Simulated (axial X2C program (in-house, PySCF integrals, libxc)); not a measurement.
**RhSi: from Re and ωe to a spectrum**

A bond curve at the BP86 level, with spin–orbit coupling, was computed with an axial X2C code built on PySCF integrals (basis Rh dyall-cv3z [12s12p8d5f3g], Si dyall-v3z [8s7p2d1f] (cores contracted in-house)) for the state Ω = 1/2 (⟨Sz⟩ = 0.50, ⟨Lz⟩ = 0.00 at BP86). Its fit gives Re = 2.0611 Å, ωe = 525.6 cm⁻¹, ωexe = 1.58 cm⁻¹ and αe = 7.738e-04 cm⁻¹; the masses are 102.9055 and 27.9769 u. Two-component means X2C with spin–orbit coupling and atomic mean-field Coulomb and Gaunt terms.

**Question.** Find the reduced mass, Be and the force constant.

**Answer.** From the BP86 values: μ = 21.9967 u. Be = 16.8576/(μ Re²) = 0.1804 cm⁻¹. k = 5.8918×10⁻⁷ μ ωe² = 3.58 mdyn/Å.

**Question.** A Morse curve ties αe to the other constants (Pekeris). How well does that hold?

**Answer.** αe(Morse) = 6Be²/ωe × (√(ωexe/Be) − 1) = 7.280e-04 cm⁻¹; the BP86 curve gives 7.738e-04 cm⁻¹, a ratio of 0.94.

**Question.** Where do the fundamental and the first overtone lie?

**Answer.** ν(1←0) = ωe − 2ωexe = 522.4 cm⁻¹; ν(2←0) = 2ωe − 6ωexe = 1041.7 cm⁻¹.

**Question.** The dipole moment p changes by 0.27 D/Å at Re. What harmonic infrared intensity follows?

**Answer.** I = 42.256 × (dp/dR)²/μ = 0.14 km/mol.

**Question.** Estimate the centrifugal constant by the Kratzer relation.

**Answer.** D = 4Be³/ωe² = 8.50e-08 cm⁻¹.

Occupations by symmetry block were frozen at the best pattern of an incomplete PBE0 search. Density functionals use the spin component along the axis (collinear).
